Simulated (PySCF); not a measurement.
# Hartree-Fock beside MP2: FH2NOSi

Calculated results; nothing here was measured. The program is PySCF 2.14.0, an open-source quantum chemistry code, run on an isolated molecule that a program drew, which may never have been made. The molecule is FH2NOSi (charge 0, singlet), drawn as the SMILES string `N[Si](=O)F`.

The geometry was optimised and harmonic frequencies were computed with HF and MP2, all in the cc-pV(D+d)Z basis, for the commonest isotopes, with a restricted reference for singlets and an unrestricted one otherwise, and a frozen core in MP2. Each result is a local minimum of its method.

Geometry at the HF minimum:
```xyz
6
FH2NOSi, angstrom
N    -0.0042    1.4041    2.0219
Si    0.9516    2.2767    3.0517
O     0.7518    3.6501    3.5853
F     2.1837    1.3326    3.3834
H     0.2125    0.4766    1.7154
H    -0.8593    1.7695    1.6522
```

Lengths of the bonds as drawn, in Å (atoms numbered as above):
```
  bond     HF    MP2
N1-Si2  1.654  1.675
Si2-O3  1.487  1.526
Si2-F4  1.587  1.615
 N1-H5  1.001  1.014
 N1-H6  1.001  1.014
```

Rotational constants, in GHz:
| constant | HF | MP2 |
|---|---|---|
| A | 8.283 | 8.128 |
| B | 7.222 | 6.87 |
| C | 3.858 | 3.723 |

Harmonic frequencies in cm^-1, each column in rising order, so a row needn't be the same motion in every method:
```
rank,HF,MP2
1,305,286
2,374,289
3,407,340
4,428,368
5,500,?
6,838,782
7,891,822
8,1027,973
9,1405,1287
10,1671,1546
11,3802,3638
12,3911,3760
```

**Estimate the missing MP2 frequency from the HF column.**

A single factor s that minimises the squared misfit of MP2 against s times HF over the other rows is sum(HF x MP2) / sum(HF^2) = 0.9510, with an rms misfit of 38 cm^-1. For rank 5 it gives 0.9510 x 500 = 476 cm^-1. The calculation gives 473 cm^-1, 3 cm^-1 below the estimate. The drawn bonds are on average 1.7 % longer in MP2 than in HF.
